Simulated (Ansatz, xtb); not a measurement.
The molecule CdSi, multiplicity 3 (lowest of 2S+1 = 1, 3 at CCSD(T)/def2-TZVPP on PBE0 minima; our sources give no spin for the ground state, which may be another). No spin–orbit coupling. The T1 diagnostic near the minimum is 0.048, so single-reference values are doubtful.

Seven points along R, fitted to fifth degree in 1/R; most abundant isotopes. Runs in def2 and cc sets follow the lowest solution found near the PBE0 minimum.

The values were computed with Ansatz (Gaussian basis) for Hartree–Fock, density functionals and correlated methods; xtb for the GFN methods. Values without a source in brackets are computed. In def2 rows elements past Kr take small-core potentials, without spin–orbit coupling. The GFN methods have no spin term and hold the electronic entropy of 300 K.

What bond length and harmonic frequency does GFN1-xTB give?

r_e = 2.530 Å, ω_e = 298 cm⁻¹.

What bond length and harmonic frequency does B97M-V/def2-TZVPP give?

r_e = 2.568 Å, ω_e = 228 cm⁻¹.

What bond length and harmonic frequency does PBE0/def2-TZVPP give?

r_e = 2.564 Å, ω_e = 226 cm⁻¹.

Ansatz is a quantum-chemistry and plane-wave program.
